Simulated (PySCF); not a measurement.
**Ionisation energy of Pm(56+) by level of theory**

Pm(56+) [He] 2s2 2p1 (2P) → Pm(57+) [He] 2s2 (1S), as a difference of total energies. Calculation: PySCF 2.14, in an uncontracted even-tempered set (19 s from 31 bohr⁻², ratio 2.2; 12 p from 40 bohr⁻², ratio 2.2; 5 d from 150 bohr⁻², ratio 2.4; 5 f from 230 bohr⁻², ratio 2.4; 4 g from 340 bohr⁻², ratio 2.4); scalar relativity by spin-free X2C-1e. Correlated levels: nothing frozen; virtual orbitals above 40 to 60 times the deepest correlated orbital energy dropped. The calculations carry no spin-orbit coupling.

```csv
method,ionisation energy (eV)
UHF,11722.1
LDA,11713.8
PBE,11723.6
PBE0,11723.4
r2SCAN,11726.4
BHandHLYP,11724.6
PBEsol,11718.3
MP2 (all electrons),11721.6
SCS-MP2 (all electrons),11721.3
```

A first-order spin-orbit estimate (lowest level to lowest level, LS coupling) adds 390.6 eV.

For this ion Breit and QED terms and the two-electron picture change, all absent here, outweigh the differences among the correlated methods.

First order in ζ underestimates the shift of j = l − 1/2 levels at high Z.

For comparison: 12136 ± 5 eV (theoretical estimate listed by NIST; NIST Atomic Spectra Database, ionization energies).
